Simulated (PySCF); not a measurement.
Precursor series Zn NH2-CH3. All species are isolated molecules in the gas phase. One relaxed conformer stands for each flexible species; it need not be the lowest.

These are B3LYP-D3(BJ)/def2-TZVP // BP86-D3(BJ)/def2-SVP in PySCF values and carry that method's errors. All candidates: neutral, multiplicity 1. B3LYP has the VWN-RPA correlation part, as in Gaussian. 

The HOMO is -6.94 eV, the HOMO–LUMO gap is 6.84 eV and the LUMO is -0.10 eV.

Question: Say which member has these values.
(A) [Zn(NH2)2]
(B) [Zn(CH3)2]
(C) [Zn(NH2)(CH3)]

Answer: B, [Zn(CH3)2]. The others give [Zn(NH2)(CH3)]: -6.49 eV, 6.09 eV, -0.40 eV; [Zn(NH2)2]: -6.63 eV, 5.87 eV, -0.76 eV
